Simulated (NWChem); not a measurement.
# Correlation energy of hydrogen telluride (H$_{2}$Te)

```
Te
H 1 1.6801
H 1 1.6801 2 89.66
```
Charge 0, spin multiplicity 1.

All runs are NWChem calculations. The geometry was optimised at PBE/def2-SVP with def2 effective core potentials on Te, a minimum by its harmonic frequencies.

Basis set: def2-TZVP. Each correlation energy counts from its own Hartree-Fock reference.

```csv
method,correlation energy (mHa),difference from CCSD(T)
SCS-MP2,-422.8,+46.2
CR-CCSD(T),-467.1,+1.9
CR-CCSD[T],-467.5,+1.5
MP2,-469.1,-0.1
CCSD+T(CCSD),-469.5,-0.5
CCSD,-459.5,+9.6
CCSD(T),-469.0,0.0
```

The values span 46.7 mHa, from CCSD+T(CCSD) (lowest) to SCS-MP2 (highest). 

Effective core potentials replace the inner electrons of Te; spin-orbit coupling is left out. The correlated methods keep 4 core orbitals frozen. Coupled-cluster values serve here as a point of comparison, not as the truth.
